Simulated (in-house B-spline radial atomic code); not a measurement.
Values are calculated unless marked as measured or tabulated.
**Stopping and range of 10 keV Sb in Ge**

The pair potential comes from two frozen, spherical free-atom densities (PBE, B-spline radial code, scalar-relativistic past argon): electrostatics plus the change in Thomas-Fermi kinetic and Dirac exchange energy where they overlap, the recipe behind the universal ZBL potential, which averages such potentials (from solid-state densities) over many pairs. It is written V = (Z1 Z2 e²/r) φ(r/a), with e² = 14.3996 eV·Å and a = 0.46850 Å/(Z1^0.23 + Z2^0.23); ZBL's fit is φ = 0.18175 e^(−3.1998x) + 0.50986 e^(−0.94229x) + 0.28022 e^(−0.4029x) + 0.02817 e^(−0.20162x). Where φ falls below 4e-4 it is continued as an exponential.

The target is taken as amorphous, with density 5.3234 g/cm³ (NSM archive of the Ioffe Institute); channelling is ignored. Masses: Sb 121.76, Ge 72.63 u. Nuclear stopping is S_n = 4π a Z1 Z2 e² M1/(M1 + M2) × s_n(ε), with s_n integrated over impact parameters for each pair. Electronic stopping is Lindhard and Scharff's S_e = Z1^(1/6) 8π e² a0 Z1 Z2/(Z1^(2/3) + Z2^(2/3))^(3/2) × v/v0, with a0 = 0.529177 Å and v = v0 at 24.801 keV/u; it misses the oscillations with Z1 seen in experiment, which reach tens of per cent. Compounds add by atom fraction.

```json
{"target atom": "Ge", "a (Å)": "0.09991", "ε at this energy": "0.01588", "s_n, this pair": "0.196", "s_n, ZBL potential": "0.1945"}
```

What are the atom density and the stopping powers at entry?

N = 5.3234 × 0.602214/72.63 = 0.04414 atoms/Å³. For Ge: S_n = 18480 × 0.196 = 3623 eV·Å², S_e = 2.9770 × √10000 = 297.7 eV·Å². Averaged over the target's atoms and times N × 10 Å/nm, the ion loses N S_n = 1600 eV/nm to recoils and N S_e = 131 eV/nm to electrons; the nuclear share is 92 %.

Along the track:

```tsv
E (keV)	N S_n (eV/nm)	N S_e (eV/nm)
0.5	400	29.4
1.5	710	50.9
3	983	72
5	1220	92.9
7.5	1440	114
10	1600	131
```

Estimate the path length and the projected range.

With continuous slowing down the path is the integral of dE/(N (S_n + S_e)). Trapezoids over the table give 8.51 nm, and the stretch below the first row, with stopping taken as √E, adds 2E/(N S) = 2.3 nm: 10.8 nm in all, against 10.6 nm on a fine grid from 5 eV. Deflections shorten the depth: to first order in the energy passed on, N (S_n + S_e) dR_p/dE = 1 − N S_n (M2/M1) R_p/(2E), summed over the target's atoms, and integrating this on the fine grid gives R_p = 6.93 nm, 0.65 of the path. Lindhard's rule of thumb R/(1 + M2/3M1), with mean M2/M1 = 0.60, gives 8.87 nm. On the ZBL potential the same equation gives 6.95 nm, and the full integral equation, which keeps hard collisions, 7.06 nm.
